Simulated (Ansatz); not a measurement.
Molecule: C3H10NSi, charge 0, multiplicity 2. It need not be the lowest isomer of its formula. SMILES: C[Si](C)(C)[NH]
Coordinates optimised at B3LYP-D3(BJ)/def2-TZVP (Ansatz, a program for electronic structure):
```xyz
15

Si     0.0021    -0.0137     0.0588
C      1.7430     0.2780    -0.5891
C     -0.9789    -1.0559    -1.1629
C     -0.8584     1.6174     0.3623
N      0.0352    -0.8912     1.5870
H      1.7131     0.8622    -1.5125
H      2.2516    -0.6640    -0.8048
H      2.3469     0.8307     0.1335
H     -1.0843    -0.5170    -2.1082
H     -1.9796    -1.2704    -0.7842
H     -0.4817    -2.0055    -1.3697
H     -1.8643     1.4561     0.7551
H     -0.9428     2.1985    -0.5591
H     -0.3098     2.2190     1.0900
H      0.6405    -1.7160     1.5663
```
Charge 0, spin multiplicity 2.

Property: atomisation energy (electronic, to ground-state atoms), in kJ/mol. Correlated levels leave the core frozen unless marked. UHF or UKS for open shells. Spin-orbit coupling is left out. No relativistic terms. The coupled-cluster limit lacks core correlation, which all-electron functionals hold. CBS(X,Y): correlation extrapolated as X^-3; Hartree-Fock from the larger set. The bracket is a focal-point correction in the basis named.

```json
[
 {"level": "HF/6-31G*", "program": "Ansatz", "atomisation energy (kJ/mol)": "4079.7"},
 {"level": "HF/cc-pV(Q+d)Z", "program": "Ansatz", "atomisation energy (kJ/mol)": "4143.1"},
 {"level": "revPBE-D4/def2-TZVPD", "program": "Ansatz + dftd4", "atomisation energy (kJ/mol)": "5476.2"},
 {"level": "revPBE/def2-TZVPD", "program": "Ansatz", "atomisation energy (kJ/mol)": "5385.3"}
]
```

Task: Estimate the value at RI-MP2/CBS(cc-pV(T+d)Z,cc-pV(Q+d)Z)+[CCSD(T)-MP2]/cc-pV(D+d)Z as computed with Ansatz.

Result: 5507.6 kJ/mol
